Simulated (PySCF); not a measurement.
## Cu: excitation energy

Cu [Ar] 3d10 4s1 (2S) → Cu [Ar] 3d9 4s1 4p1 (high-spin determinant), as a difference of total energies. Calculation: PySCF 2.14, in def2-QZVPPD (11s6p5d4f2g, 100 functions); no relativity, point nucleus. Correlated levels: valence: [Ar] frozen. The calculations carry no spin-orbit coupling.

| method | excitation energy (eV) |
| --- | --- |
| UHF | 2.331 |
| MP2 (valence) | 5.868 |
| SCS-MP2 (valence) | 5.535 |
| CCSD (valence) | 4.773 |
| CCSD(T) (valence) | 5.050 |

Task: How much does correlation contribute at CCSD(T) (valence)?

Result: 5.050 − (2.331) = 2.719 eV, measured against UHF.

A first-order spin-orbit estimate (lowest level to lowest level, LS coupling) adds -0.094 eV.

The determinant of the upper state mixes LS terms, which raises its energy above the lowest term, most at the Hartree-Fock and MP2 levels.
